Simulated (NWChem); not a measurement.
All runs are NWChem calculations. System: tin monoxide (OSn), charge 0, spin multiplicity 1, at a geometry optimised with PBE0/def2-SVP with def2 effective core potentials on Sn. Level: CCSD(T)/def2-TZVP with def2 effective core potentials on Sn, 5 core orbitals frozen.

Part of the output:

```
             Northwest Computational Chemistry Package (NWChem) 7.3.0
             --------------------------------------------------------

                                NWChem Input Module
                                -------------------

 Scaling coordinates for geometry "geometry" by  1.889725989
 (inverse scale =  0.529177249)

 Turning off AUTOSYM since
 SYMMETRY directive was detected!

                             Geometry "geometry" -> ""
                             -------------------------

 Output coordinates in angstroms (scale by  1.889725989 to convert to a.u.)

  No.       Tag          Charge          X              Y              Z
 ---- ---------------- ---------- -------------- -------------- --------------
    1 Sn                  50.0000     0.00000000     0.00000000     0.25356600
    2 O                    8.0000     0.00000000     0.00000000    -1.58478900

 Effective nuclear repulsion energy (a.u.)     115.1414713697

            Nuclear Dipole moment (a.u.)
            ----------------------------
        X                 Y               Z
 ---------------- ---------------- ----------------
     0.0000000000     0.0000000000    -0.0000226767

      Symmetry information
      --------------------

 Group name             C2v
 Group number             16
 Group order               4
 No. of unique centers     2

      Symmetry unique atoms

     1    2


 Summary of "ao basis" -> "" (spherical)
 ------------------------------------------------------------------------------
       Tag                 Description            Shells   Functions and Types
 ---------------- ------------------------------  ------  ---------------------
 *                         def2-tzvp                  on all atoms

 Summary of "ao basis" -> "ao basis" (spherical)
 ------------------------------------------------------------------------------
       Tag                 Description            Shells   Functions and Types
 ---------------- ------------------------------  ------  ---------------------
 Sn                        def2-tzvp                16       50   6s5p3d2f
 O                         def2-tzvp                11       31   5s3p2d1f

                                 NWChem SCF Module
                                 -----------------

  ao basis        = "ao basis"
  functions       =    81
  atoms           =     2
  closed shells   =    15
  open shells     =     0
  charge          =   0.00
  wavefunction    = RHF
  use symmetry    = T
  symmetry adapt  = T

 Summary of "ao basis" -> "ao basis" (spherical)
 ------------------------------------------------------------------------------
       Tag                 Description            Shells   Functions and Types
 ---------------- ------------------------------  ------  ---------------------
 Sn                        def2-tzvp                16       50   6s5p3d2f
 O                         def2-tzvp                11       31   5s3p2d1f

      Symmetry analysis of basis
      --------------------------

        a1         35
        a2          8
        b1         19
        b2         19

 Forming initial guess at       0.1s

      Superposition of Atomic Density Guess
      -------------------------------------

 Sum of atomic energies:        -323.89641094

      Non-variational initial energy
      ------------------------------

 Total energy =    -287.931784
 1-e energy   =    -580.096242
 2-e energy   =     241.502211
 HOMO         =      -0.341840
 LUMO         =      -0.048453

      Symmetry analysis of molecular orbitals - initial
      -------------------------------------------------

 !! scf_movecs_sym_adapt:   54 vectors were symmetry contaminated

  Symmetry fudging

 !! scf_movecs_sym_adapt:   52 vectors were symmetry contaminated

  Numbering of irreducible representations:

     1 a1          2 a2          3 b1          4 b2

  Orbital symmetries:

     1 a1          2 a1          3 a1          4 b1          5 b2
     6 a1          7 b2          8 b1          9 a2         10 a1
    11 a1         12 a1         13 b2         14 b1         15 a1
    16 b2         17 b1         18 a1         19 b2         20 b1
    21 a1         22 a1         23 a2         24 a1         25 b2
[...]
    64     -0.212742  2 O  pz                 3     -0.182463  1 Sn s

 Vector   16  Occ=0.000000D+00  E= 8.320388D-03  Symmetry=b1
              MO Center= -1.3D-15,  5.6D-31,  3.7D-01, r^2= 5.0D+00
   Bfn.  Coefficient  Atom+Function         Bfn.  Coefficient  Atom+Function
  ----- ------------  ---------------      ----- ------------  ---------------
    19      0.640101  1 Sn px                16      0.301117  1 Sn px
    10     -0.249022  1 Sn px                62     -0.214657  2 O  px
    13      0.213108  1 Sn px                56     -0.163869  2 O  px

 Vector   17  Occ=0.000000D+00  E= 8.320388D-03  Symmetry=b2
              MO Center= -1.4D-30,  3.6D-15,  3.7D-01, r^2= 5.0D+00
   Bfn.  Coefficient  Atom+Function         Bfn.  Coefficient  Atom+Function
  ----- ------------  ---------------      ----- ------------  ---------------
    20      0.640101  1 Sn py                17      0.301117  1 Sn py
    11     -0.249022  1 Sn py                63     -0.214657  2 O  py
    14      0.213108  1 Sn py                57     -0.163869  2 O  py

 Vector   18  Occ=0.000000D+00  E= 8.972864D-02  Symmetry=a1
              MO Center=  4.0D-16,  1.3D-15,  7.6D-01, r^2= 8.3D+00
   Bfn.  Coefficient  Atom+Function         Bfn.  Coefficient  Atom+Function
  ----- ------------  ---------------      ----- ------------  ---------------
    21      1.269379  1 Sn pz                18     -0.604702  1 Sn pz
    34      0.329212  1 Sn d  0              64     -0.181233  2 O  pz
     5     -0.160758  1 Sn s

 center of mass
 --------------
 x =   0.00000000 y =   0.00000000 z =   0.06417789

 moments of inertia (a.u.)
 ------------------
         169.976453285028           0.000000000000           0.000000000000
           0.000000000000         169.976453285028           0.000000000000
           0.000000000000           0.000000000000           0.000000000000

  Mulliken analysis of the total density
  --------------------------------------

    Atom       Charge   Shell Charges
 -----------   ------   -------------------------------------------------------
    1 Sn  22    21.18   0.29 -0.77  1.53  0.95  1.04  0.80 -0.40  6.36  0.48  0.60  0.12  8.96  1.05  0.12  0.04  0.01
    2 O    8     8.82   0.79  1.18  0.59  0.97  0.37  1.74  1.97  1.19  0.00  0.02  0.00

       Multipole analysis of the density wrt the origin
       ------------------------------------------------

     L   x y z        total         open         nuclear
     -   - - -        -----         ----         -------
     0   0 0 0      0.000000      0.000000     30.000000

     1   1 0 0     -0.000000      0.000000      0.000000
     1   0 1 0      0.000000      0.000000      0.000000
     1   0 0 1      2.108477      0.000000    -13.416790

     2   2 0 0    -19.705133      0.000000      0.000000
     2   1 1 0      0.000000      0.000000      0.000000
     2   1 0 1     -0.000000      0.000000      0.000000
     2   0 2 0    -19.705133      0.000000      0.000000
     2   0 1 1      0.000000      0.000000      0.000000
     2   0 0 2    -29.284652      0.000000     76.802720

                   NWChem Extensible Many-Electron Theory Module
                   ---------------------------------------------


            General Information
            -------------------
      Number of processors :     1
         Wavefunction type : Restricted Hartree-Fock
          No. of electrons :    30
           Alpha electrons :    15
            Beta electrons :    15
           No. of orbitals :   162
            Alpha orbitals :    81
             Beta orbitals :    81
        Alpha frozen cores :     5
         Beta frozen cores :     5
     Alpha frozen virtuals :     0
      Beta frozen virtuals :     0
         Spin multiplicity : singlet
    Number of AO functions :    81
       Number of AO shells :    27
        Use of symmetry is : on
      Symmetry adaption is : on
         Schwarz screening : 0.10D-09

          Correlation Information
          -----------------------
          Calculation type : Coupled-cluster singles & doubles w/ perturbation
   Perturbative correction : (T)
            Max iterations :      100
        Residual threshold : 0.10D-05
     T(0) DIIS level shift : 0.00D+00
     L(0) DIIS level shift : 0.00D+00
     T(1) DIIS level shift : 0.00D+00
     L(1) DIIS level shift : 0.00D+00
     T(R) DIIS level shift : 0.00D+00
     T(I) DIIS level shift : 0.00D+00
   CC-T/L Amplitude update :  5-th order DIIS
                I/O scheme : Global Array Library
        L-threshold :  0.10D-05
        EOM-threshold :  0.10D-05
 no EOMCCSD initial starts read in
 TCE RESTART OPTIONS
 SLICE:      F
 D4D5:       F
 quantumc:   F
 qrotation:  F
 pwtce:      F
 qducc:      F
 nacto:                         0
 nrotv:                         0
 nrot:                          0

            Memory Information
            ------------------
          Available GA space size is     249030239 doubles
          Available MA space size is     104839964 doubles

 Maximum block size supplied by input
 Maximum block size        24 doubles

 tile_dim =     16

 -------------------------------------------------

 Global array virtual files algorithm will be used

 Parallel file system coherency ......... OK

 4-electron integrals stored in orbital form

 v2    file size   =          1875829
 4-index algorithm nr.  13 is used
 imaxsize =       30
 imaxsize ichop =        0


CCSD iterations
 ---------------------------------------------------------
 Iter          Residuum       Correlation     Cpu    Wall
 ---------------------------------------------------------
    1   0.2120356872189  -0.5657543686902     0.4     0.4
    2   0.0612151849165  -0.5232042892022     0.5     0.5
    3   0.0287030120189  -0.5443860238232     0.6     0.6
    4   0.0277309789240  -0.5363135364074     0.4     0.4
    5   0.0224470064187  -0.5434812181788     0.4     0.4
    6   0.0032969872901  -0.5410912766114     0.4     0.4
    7   0.0027291571202  -0.5407889535340     0.4     0.4
    8   0.0012665284894  -0.5410357301401     0.4     0.4
    9   0.0016788079625  -0.5408445412064     0.4     0.4
   10   0.0009767977334  -0.5411006568521     0.4     0.4
   11   0.0001563425143  -0.5410493205488     0.4     0.4
   12   0.0000631353761  -0.5410338825857     0.4     0.4
   13   0.0000432595176  -0.5410351193020     0.5     0.5
   14   0.0000188841566  -0.5410339081484     0.5     0.5
   15   0.0000157712023  -0.5410339035604     0.6     0.6
   16   0.0000050682887  -0.5410336053214     0.7     0.7
   17   0.0000027471253  -0.5410334526096     0.7     0.7
   18   0.0000020026851  -0.5410334577168     0.6     0.6
   19   0.0000011497057  -0.5410335798885     0.6     0.6
   20   0.0000009779423  -0.5410335343741     0.4     0.4
 -----------------------------------------------------------------
 Iterations converged
 CCSD correlation energy / hartree =        -0.541033534374132
 CCSD total energy / hartree       =      -288.758248323127191

 Singles contributions

 Doubles contributions
 CCSD(T)
 Using plain CCSD(T) code
             total no. of tasks          925
 total no. of tasks / no. procs          925
                         wl_min          343           2.6
                         wl_max       448000           8.7
        thresh for no. of tasks          925

 CCSD[T]  correction energy / hartree =        -0.035089963964868
 CCSD[T] correlation energy / hartree =        -0.576123498338999
 CCSD[T] total energy / hartree       =      -288.793338287092070
 CCSD(T)  correction energy / hartree =        -0.027705798730151
 CCSD(T) correlation energy / hartree =        -0.568739333104282
 CCSD(T) total energy / hartree       =      -288.785954121857344

 Task  times  cpu:       23.2s     wall:       23.2s

 Total times  cpu:       23.3s     wall:       23.3s
```

### Question
Write an NWChem input that would produce this output.

### Answer
This is not unique; one that fits is 
```
start mol
memory heap 100 mb stack 700 mb global 1900 mb
geometry units angstroms nocenter noautoz
  Sn     0.000000     0.000000     0.253566
  O      0.000000     0.000000    -1.584789
  symmetry group C2v
end
basis spherical
  * library def2-tzvp
end
ecp
  Sn library def2-ecp
end
scf
  rhf
  nopen 0
  maxiter 100
  thresh 1e-7
  semidirect memsize 60000000 filesize 0
end
tce
  freeze core 5
  ccsd(t)
  2eorb
  2emet 13
  thresh 1e-6
  maxiter 100
  tilesize 24
end
task tce energy
```
